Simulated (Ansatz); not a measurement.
Ideal-gas functions of AlGaH₅N, SMILES `[NH2][GaH][AlH2]` at 298.15 K and 1 bar, from an Ansatz frequency run at PBE0-D4/def2-TZVP.

Molar mass 115.75 g/mol, point group Cs (symmetry number 1), electronic degeneracy 1, moments of inertia 34.911, 192.77, 220.267 u Å². Harmonic wavenumbers (cm⁻¹, unscaled): 58, 109, 252, 299, 319, 422, 504, 566, 579, 690, 756, 794, 1566, 1888, 1899, 1927, 3608, 3715.

Use S(trans) = R[1.5 ln M + 2.5 ln T − 1.1517]; rotational temperatures θ = 24.2544 K / I; S(rot) = R[ln(√π/σ · √(T³/θAθBθC)) + 1.5]; for each mode x = 1.438777 ν̃/T, S = R[x/(eˣ − 1) − ln(1 − e⁻ˣ)] and H = RT x/(eˣ − 1); 1 cm⁻¹ = 0.0119627 kJ/mol; R = 8.31446 J/(mol·K).

By hand: the entropy, in J/(mol·K).

Translation 168.1. Rotation: θ = 0.6947, 0.1258, 0.1101 K, giving 107.6. Vibration, mode by mode: 18.93, 13.75, 7.18, 5.95, 5.50, 3.70, 2.71, 2.14, 2.04, 1.33, 1.03, 0.89, 0.04, 0.01, 0.01, 0.01, 0.00, 0.00, in all 65.2. Electronic 0.0. Sum 340.9 J/(mol·K).

By hand: H − E and G − E in kJ/mol, counted from the electronic energy.

Zero-point energy ½ × 19951 × 0.0119627 = 119.3; thermal vibration 10.5; translation, rotation and pV give 4 RT = 9.9. H − E = 139.7 kJ/mol, and G − E = 139.7 − 298.15 × 340.9/1000 = 38.1 kJ/mol.

Vibration gives 19 % of the entropy, 32.7 J/(mol·K) of it from the modes under 150 cm⁻¹: soft modes count most, and the harmonic formula is weakest for them. The sum counts one conformer and one mirror image; others add a mixing term.
